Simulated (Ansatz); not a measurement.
Z-matrix (Å, degrees):
```
Si
O 1 1.6471
H 2 0.9585 1 116.71
H 1 1.4832 2 104.57 3 179.97
C 1 1.8673 4 112.96 2 -128.30
C 5 1.3399 1 106.73 4 -113.30
H 5 1.0825 6 122.27 1 -177.04
H 6 1.0873 5 123.82 7 0.34
C 6 1.4838 8 119.23 5 179.67
C 9 1.3399 6 116.95 8 -179.70
H 10 1.0825 9 122.27 6 179.32
H 9 1.0873 10 123.82 11 -0.35
```
Charge 0, multiplicity 1.

The numbers are results of frozen-core CCSD(T)/cc-pVTZ // PBE0-D4/def2-TZVP (Ansatz, a quantum-chemistry and plane-wave program), not measurements. The restricted HF reference is unstable towards unrestricted orbitals.

```
Item                           Result
----------------------  -------------
HF energy               -518.87421 Ha
MP2 correlation energy    -0.98543 Ha
```

Q: Estimate the CCSD correlation energy, the (T) correction, the total energy and the T1 diagnostic.

A: 
| Item | Value |
|---|---|
| CCSD correlation energy | -1.02107 Ha |
| (T) correction | -0.04798 Ha |
| CCSD(T) total energy | -519.94326 Ha |
| T1 diagnostic | 0.012 |
